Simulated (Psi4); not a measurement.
rhenium atom (Re), sextet (core potentials on Re); PBE0/def2-TZVPD in Psi4.

Psi4 was given this input:
```
memory 2 GB

molecule {
0 6
  Re    0.00000000    0.00000000    0.00000000
}

set basis def2-tzvpd
set reference uks
set puream false

energy('pbe0')
print_variables()
```

Write the output that Psi4 gives for this input, abridged.


```
   => Loading Basis Set <=

    Name: DEF2-TZVPD
    Role: ORBITAL
    Keyword: BASIS

    !!!  WARNING: ECP capability is in beta. Please check occupations closely.  !!!

         ---------------------------------------------------------
                                   SCF
               by Justin Turney, Rob Parrish, Andy Simmonett
                          and Daniel G. A. Smith
                              UKS Reference
         ---------------------------------------------------------

  ==> Geometry <==

    Molecular point group: d2h
    Geometry (in Angstrom), charge = 0, multiplicity = 6:

       Center              X                  Y                   Z               Mass
    ------------   -----------------  -----------------  -----------------  -----------------
         RE           0.000000000000     0.000000000000     0.000000000000   186.955750100000

  Running in d2h symmetry.

  Rotational constants: A = ************  B = ************  C = ************ [cm^-1]
  Rotational constants: A = ************  B = ************  C = ************ [MHz]
  Nuclear repulsion =    0.000000000000000

  Charge       = 0
  Multiplicity = 6
  Electrons    = 15
  Nalpha       = 10
  Nbeta        = 5

  ==> Algorithm <==

  SCF Algorithm Type is DF.
  DIIS enabled.
  MOM disabled.
  Fractional occupation disabled.
  Guess Type is CORE.
  Energy threshold   = 1.00e-06
  Density threshold  = 1.00e-06
  Integral threshold = 1.00e-12

  ==> Primary Basis <==

  Basis Set: DEF2-TZVPD
    Blend: DEF2-TZVPD
    Number of shells: 15
    Number of basis functions: 49
    Number of Cartesian functions: 49
    Spherical Harmonics?: false
    Max angular momentum: 3

  Core potential: DEF2-TZVPD
    Number of shells: 4
    Number of ECP primitives: 10
    Number of ECP core electrons: 60
    Max angular momentum: 3

  ==> DFT Potential <==

   => LibXC <=

    Version 7.1.2
    S. Lehtola, C. Steigemann, M. J. T. Oliveira, and M. A. L. Marques,  SoftwareX 7, 1–5 (2018) (10.1016/j.softx.2017.11.002)

   => Composite Functional: PBE0 <=

    PBE0 Hyb-GGA Exchange-Correlation Functional

    C. Adamo and V. Barone,  J. Chem. Phys. 110, 6158 (1999) (10.1063/1.478522)
    M. Ernzerhof and G. E. Scuseria,  J. Chem. Phys. 110, 5029 (1999) (10.1063/1.478401)

    Deriv               =              1
    GGA                 =           TRUE
    Meta                =          FALSE

    Exchange Hybrid     =           TRUE
    MP2 Hybrid          =          FALSE

   => Exchange Functionals <=

    0.7500   Perdew, Burke & Ernzerhof

   => Exact (HF) Exchange <=

    0.2500               HF

   => Correlation Functionals <=

    1.0000   Perdew, Burke & Ernzerhof

   => LibXC Density Thresholds  <==

    XC_HYB_GGA_XC_PBEH:  1.00E-15

   => Molecular Quadrature <=

    Radial Scheme          =       TREUTLER
    Pruning Scheme         =           NONE
    Nuclear Scheme         =       TREUTLER

    Blocking Scheme        =         OCTREE
    BS radius alpha        =              1
    Pruning alpha          =              1
    Radial Points          =             75
    Spherical Points       =            302
    Total Points           =          21738
    Total Blocks           =            245
    Max Points             =            245
    Max Functions          =             49
    Weights Tolerance      =       1.00E-15

   => Loading Basis Set <=

    Name: (DEF2-TZVPD AUX)
    Role: JKFIT
    Keyword: DF_BASIS_SCF

  ==> Integral Setup <==

  SCF_SUBTYPE=INCORE selected. In-core MEM_DF algorithm will be used.
  Using in-core AOs.

  ==> MemDFJK: Density-Fitted J/K Matrices <==

    J tasked:                   Yes
    K tasked:                   Yes
    wK tasked:                   No
    Algorithm:                 Core
    Schwarz Cutoff:           1E-12
    Mask sparsity (%):       0.0000
    Fitting Condition:        1E-10

   => Auxiliary Basis Set <=

  Basis Set: (DEF2-TZVPD AUX)
    Blend: DEF2-UNIVERSAL-JKFIT
    Number of shells: 45
    Number of basis functions: 341
    Number of Cartesian functions: 341
    Spherical Harmonics?: false
    Max angular momentum: 6

  Minimum eigenvalue in the overlap matrix is 2.3832876088E-04.
  Reciprocal condition number of the overlap matrix is 3.9918665583E-05.
    Using symmetric orthogonalization.

  ==> Pre-Iterations <==

  SCF Guess: Core (One-Electron) Hamiltonian.

   -------------------------------------------------------
    Irrep   Nso     Nmo     Nalpha   Nbeta   Ndocc  Nsocc
   -------------------------------------------------------
     Ag        15      15       4       2       2       2
     B1g        3       3       1       0       0       1
     B2g        3       3       1       0       0       1
     B3g        3       3       1       0       0       1
     Au         1       1       0       0       0       0
     B1u        8       8       1       1       1       0
     B2u        8       8       1       1       1       0
     B3u        8       8       1       1       1       0
   -------------------------------------------------------
    Total      49      49      10       5       5       5
   -------------------------------------------------------

  ==> Iterations <==

                           Total Energy        Delta E     RMS |[F,P]|

    Occupation by irrep:
             Ag   B1g   B2g   B3g    Au   B1u   B2u   B3u
    DOCC [     2,    0,    0,    0,    0,    1,    1,    1 ]
    SOCC [     1,    0,    0,    0,    0,    1,    1,    2 ]
    NA   [     3,    0,    0,    0,    0,    2,    2,    3 ]
    NB   [     2,    0,    0,    0,    0,    1,    1,    1 ]

   @DF-UKS iter   1:   -72.43168686979338   -7.24317e+01   1.59709e-01 ADIIS
    Occupation by irrep:
             Ag   B1g   B2g   B3g    Au   B1u   B2u   B3u
    DOCC [     2,    0,    0,    0,    0,    1,    1,    1 ]
    SOCC [     2,    1,    1,    1,    0,    0,    0,    0 ]
    NA   [     4,    1,    1,    1,    0,    1,    1,    1 ]
    NB   [     2,    0,    0,    0,    0,    1,    1,    1 ]

   @DF-UKS iter   2:   -70.90298873139226    1.52870e+00   1.38747e-01 ADIIS
   @DF-UKS iter   3:   -78.01814573640648   -7.11516e+00   1.52062e-02 ADIIS/DIIS
   @DF-UKS iter   4:   -78.04903768449572   -3.08919e-02   2.16538e-02 ADIIS/DIIS
   @DF-UKS iter   5:   -78.15196062532283   -1.02923e-01   7.42448e-03 ADIIS/DIIS
   @DF-UKS iter   6:   -78.16694676827589   -1.49861e-02   5.27122e-04 ADIIS/DIIS
   @DF-UKS iter   7:   -78.16701355255250   -6.67843e-05   6.76543e-05 DIIS
   @DF-UKS iter   8:   -78.16701661535156   -3.06280e-06   1.31074e-05 DIIS
   @DF-UKS iter   9:   -78.16701743228461   -8.16933e-07   8.08167e-06 DIIS
   @DF-UKS iter  10:   -78.16701787825015   -4.45966e-07   1.10027e-06 DIIS
   @DF-UKS iter  11:   -78.16701788238362   -4.13347e-09   1.23748e-07 DIIS
  Energy and wave function converged.

  ==> Post-Iterations <==

   Electrons on quadrature grid:
      Nalpha   =   10.0000000000 ; deviation = -3.020e-14
      Nbeta    =    5.0000000000 ; deviation = 4.441e-15
      Ntotal   =   15.0000000000 ; deviation = -2.576e-14

   @Spin Contamination Metric:   1.677758639E-02
   @S^2 Expected:                8.750000000E+00
   @S^2 Observed:                8.766777586E+00
   @S   Expected:                2.500000000E+00
   @S   Observed:                2.500000000E+00

    Orbital Energies [Eh]
    ---------------------

    Alpha Occupied:

[...]
       4Ag    -0.264299

    Alpha Virtual:

[...]
    Beta Occupied:

[...]
    Beta Virtual:

[...]
    Final Occupation by Irrep:
             Ag   B1g   B2g   B3g    Au   B1u   B2u   B3u
    DOCC [     2,    0,    0,    0,    0,    1,    1,    1 ]
    SOCC [     2,    1,    1,    1,    0,    0,    0,    0 ]
    NA   [     4,    1,    1,    1,    0,    1,    1,    1 ]
    NB   [     2,    0,    0,    0,    0,    1,    1,    1 ]

  @DF-UKS Final Energy:   -78.16701788238362

   => Energetics <=

    Nuclear Repulsion Energy =              0.0000000000000000
    One-Electron Energy =                -132.6481911131878633
    Two-Electron Energy =                  60.9747484238180562
    DFT Exchange-Correlation Energy =      -6.4935751930138093
    Empirical Dispersion Energy =           0.0000000000000000
    VV10 Nonlocal Energy =                  0.0000000000000000
    Total Energy =                        -78.1670178823836181

  UHF NO Occupations:
  HONO-2 :    1B3g 1.0000000
  HONO-1 :    3 Ag 1.0000000
  HONO-0 :    4 Ag 1.0000000
  LUNO+0 :    5 Ag 0.0080930
  LUNO+1 :    2B1u 0.0000967
  LUNO+2 :    2B2u 0.0000967
  LUNO+3 :    2B3u 0.0000967

Computation Completed

Properties will be evaluated at   0.000000,   0.000000,   0.000000 [a0]

Properties computed using the SCF density matrix

 Multipole Moments:

 ------------------------------------------------------------------------------------
     Multipole            Electronic (a.u.)      Nuclear  (a.u.)        Total (a.u.)
 ------------------------------------------------------------------------------------

 L = 1.  Multiply by 2.5417464519 to convert [e a0] to [Debye]
 Dipole X            :          0.0000000            0.0000000            0.0000000
 Dipole Y            :          0.0000000            0.0000000            0.0000000
 Dipole Z            :          0.0000000            0.0000000            0.0000000
 Magnitude           :                                                    0.0000000

 ------------------------------------------------------------------------------------

  Variable Map:
  ----------------------------------------------------------------------------
[...]
  Array Variable Map:
  ----------------------------------------------------------------------------
[...]
[...]
```
